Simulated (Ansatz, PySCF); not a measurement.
Input for PySCF:
```python
from pyscf import gto, scf, dft

mol = gto.Mole()
mol.atom = '''
    Si   -0.68699077    1.65572877   -0.88460613
    P     0.40901411   -0.22021910   -0.72392381
    Si    1.53381925    0.08784400    1.52792075
    Si   -1.18336805   -1.55666879   -0.07416283
    H     0.01777200    2.53528288   -1.82662732
    H    -0.86366762    2.43370020    0.35868496
    H    -2.04760564    1.47403821   -1.41671503
    H     2.65455238    0.88221085    0.99493559
    H     1.98164421   -1.31630438    1.58815210
    H     1.60629184    0.45213044    2.98614720
    H    -0.84100581   -2.92805252   -0.47388882
    H    -2.48019588   -1.24755869   -0.69724061
    H    -1.45144314   -1.59881614    1.37728382
'''
mol.basis = 'sto-3g'
mol.charge = -1
mol.spin = 1
mol.verbose = 4
mol.build()

mf = dft.UKS(mol)
mf.xc = 'b3lyp5'
mf.grids.atom_grid = (99, 590)
mf.grids.prune = None
mf.kernel()
```

Q: Convert this to an input for Ansatz (an electronic-structure program).

A: One answer among several that fit: 
Ansatz 0.2 input:
```yaml
crystal:
  periodic: [false, false, false]
  atoms:
    - {symbol: Si, position_ang: [-0.68699077, 1.65572877, -0.88460613]}
    - {symbol: P, position_ang: [0.40901411, -0.22021910, -0.72392381]}
    - {symbol: Si, position_ang: [1.53381925, 0.08784400, 1.52792075]}
    - {symbol: Si, position_ang: [-1.18336805, -1.55666879, -0.07416283]}
    - {symbol: H, position_ang: [0.01777200, 2.53528288, -1.82662732]}
    - {symbol: H, position_ang: [-0.86366762, 2.43370020, 0.35868496]}
    - {symbol: H, position_ang: [-2.04760564, 1.47403821, -1.41671503]}
    - {symbol: H, position_ang: [2.65455238, 0.88221085, 0.99493559]}
    - {symbol: H, position_ang: [1.98164421, -1.31630438, 1.58815210]}
    - {symbol: H, position_ang: [1.60629184, 0.45213044, 2.98614720]}
    - {symbol: H, position_ang: [-0.84100581, -2.92805252, -0.47388882]}
    - {symbol: H, position_ang: [-2.48019588, -1.24755869, -0.69724061]}
    - {symbol: H, position_ang: [-1.45144314, -1.59881614, 1.37728382]}
basis:
  gaussian:
    orbitals: STO-3G
hamiltonian:
  xc: b3lyp5
total_charge: -1
magnetization: {spin_polarized: true, initial_magnetization: 1}
accuracy: high
```

Both were run: PySCF gave -1200.896925 Eh and Ansatz -1200.896926 Eh, 0.001 mEh apart.
